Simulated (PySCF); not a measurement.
Compound: Sn(OMe)4, C4H12O4Sn.
Bonds: Sn1–O2, Sn1–O7, Sn1–O12, Sn1–O17, O2–C3, O7–C8, O12–C13, O17–C18. Hydrogens: H4, H5, H6 on C3; H9, H10, H11 on C8; H14, H15, H16 on C13; H19, H20, H21 on C18.

Method used: PBE0-D3(BJ)/def2-SVP geometry optimisation, gas phase, def2 core potentials past Kr (PySCF).

Q: List the bond lengths, angles and torsions at this level.

A: 
```csv
bond,length (pm)
Sn1–O2 and 3 like bonds,196.6
O2–C3 and 3 like bonds,140.6
C3–H4 and 11 like bonds,110.4
```

Bonds in one row agree within 1 pm and their mean is given. A selection of angles:
```csv
angle,degrees
O2–Sn1–O7,105.8
O2–Sn1–O17,117.1
Sn1–O2–C3,121.0
O2–C3–H4,112.3
O2–C3–H5,108.0
O2–C3–H6,112.9
H4–C3–H5,107.6
```

Torsions: O7–Sn1–O2–C3 -37° (synclinal); O2–Sn1–O7–C8 168° (antiperiplanar); O2–Sn1–O12–C13 37° (synclinal); O2–Sn1–O17–C18 72° (synclinal). The mirror-image conformer, all signs reversed, is as good.

All 4 O–Sn bonds measure 1.966 to 1.967 Å. Sn1 (tin bonded to 4 O) is distorted tetrahedral (angles from 105.6° to 117.2°). O2 (oxygen bonded to C and Sn) is bent (angle 121.0°). All 4 C–O bonds measure 1.406 to 1.407 Å.

Point group: near S4, missed by 0.13 Å at most; the miss may be what the optimiser left on a soft mode. Stationary, but not proved a minimum. The numbers are those of one conformer.
